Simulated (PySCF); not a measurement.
Order these species by their calculated properties.

Each SMILES stands for a single optimised conformer of the isolated species, non-relativistic unless stated; the electronic structure was computed with PySCF and density fitting.

Dipoles, sizes and rotational constants follow the conformer. The torsions of the flexible species, by atom-mapped SMILES:
- `[CH2:1]=[C:2]([C:3](=[O:4])[O:5][CH3:6])[CH:7]([Cl:8])[Cl:9]`: C1–C2–C3–O4 180°, C2–C3–O5–C6 180°, C1–C2–C7–Cl8 67°
- `[N:1]#[C:2][CH2:3][SiH:4]1[CH2:5][SiH2:6][CH2:7]1`: C2–C3–Si4–C5 78°
- `[CH3:1][O:2][Si@@H:3]([Cl:4])[SiH2:5][CH2:6][Cl:7]`: C1–O2–Si3–Cl4 51°, O2–Si3–Si5–C6 -174°, Si3–Si5–C6–Cl7 -57°
- `[F:1][CH2:2][S:3][CH2:4][F:5]`: F1–C2–S3–C4 70°, C2–S3–C4–F5 70°
- `[F:1][CH:2]([F:3])[CH2:4][SH:5]`: F1–C2–C4–S5 61°, H–S5–C4–C2 -53°

The conformers of `O=C1C[C@@H](Cl)[C@@H](Cl)CO1` aren't listed.

(1) Rank by lowest singlet excitation, highest first (TDDFT B3LYP/def2-SVPD at GFN2-xTB geometries).
A. `S(CF)CF`
B. `O=C1C[C@@H](Cl)[C@@H](Cl)CO1`
C. `C(#C)[C@H](C#N)C`
D. `C(C[SiH]1C[SiH2]C1)#N`
E. `C(Cl)(Cl)C(=C)C(OC)=O`
F. `CO[Si@@H](Cl)[SiH2]CCl`

(2) Rank by electronic spatial extent ⟨r²⟩ about the centre of nuclear charge, highest first (B3LYP/def2-SVPD at GFN2-xTB geometries).
A. `N#CC[SiH]1C[SiH2]C1`
B. `C#C[C@@H](C)C#N`
C. `FC(F)CS`
D. `FCSCF`
E. `C[Si@H]1C[Si@H](C#N)C1`
F. `C=C(C(=O)OC)C(Cl)Cl`
G. `CO[Si@@H](Cl)[SiH2]CCl`

(3) Rank by dipole moment, highest first (B3LYP/def2-SVPD at GFN2-xTB geometries).
A. `C[Si@H]1C[Si@H](C#N)C1`
B. `FC(F)CS`
C. `CO[Si@@H](Cl)[SiH2]CCl`
D. `FCSCF`
E. `C=C(C(=O)OC)C(Cl)Cl`
F. `C#C[C@@H](C)C#N`

(4) By how much do the two ends of that ranking differ?

(5) Rank by static isotropic polarisability, lowest first (B3LYP/def2-SVPD at GFN2-xTB geometries).
A. `N#CC[SiH]1C[SiH2]C1`
B. `CO[Si@@H](Cl)[SiH2]CCl`
C. `C=C(C(=O)OC)C(Cl)Cl`
D. `FCSCF`
E. `[C@H](C#C)(C)C#N`
F. `O=C1C[C@@H](Cl)[C@@H](Cl)CO1`

(6) Rank by HOMO–LUMO gap, lowest first (B3LYP/def2-SVPD at GFN2-xTB geometries).
A. `C=C(C(=O)OC)C(Cl)Cl`
B. `FCSCF`
C. `Cl[C@@H]1[C@@H](CC(=O)OC1)Cl`
D. `N#CC[SiH]1C[SiH2]C1`
E. `C#C[C@@H](C)C#N`
F. `CO[Si@@H](Cl)[SiH2]CCl`

(7) Rank by lowest triplet excitation (Tamm–Dancoff), highest first (TDA B3LYP/def2-SVPD at GFN2-xTB geometries).
A. `N#CC[SiH]1C[SiH2]C1`
B. `FCSCF`
C. `O=C1C[C@@H](Cl)[C@@H](Cl)CO1`
D. `C(#N)[Si@H]1C[Si@@H](C1)C`
E. `[SiH2]([Si@H](Cl)OC)CCl`

(8) By how much do the two ends of that ranking differ?

Results:

(1) C (6.58 eV), D (6.32 eV), F (6.10 eV), A (5.91 eV), B (5.56 eV), E (4.69 eV).

(2) G (2047 bohr²), F (1928 bohr²), A (1378 bohr²), E (1368 bohr²), B (590 bohr²), D (554 bohr²), C (538 bohr²).

(3) A (4.70 D), F (3.84 D), E (3.40 D), B (2.45 D), C (1.71 D), D (0.18 D).

(4) By 4.52 D, between `C[Si@H]1C[Si@H](C#N)C1` and `FCSCF`.

(5) D (49.8 au), E (60.1 au), F (90.8 au), C (95.9 au), A (101.4 au), B (109.8 au).

(6) A (5.71 eV), F (6.98 eV), C (7.12 eV), B (7.22 eV), D (7.39 eV), E (8.02 eV).

(7) A (6.09 eV), D (5.73 eV), E (5.60 eV), B (5.45 eV), C (5.07 eV).

(8) By 1.02 eV, between `N#CC[SiH]1C[SiH2]C1` and `O=C1C[C@@H](Cl)[C@@H](Cl)CO1`.
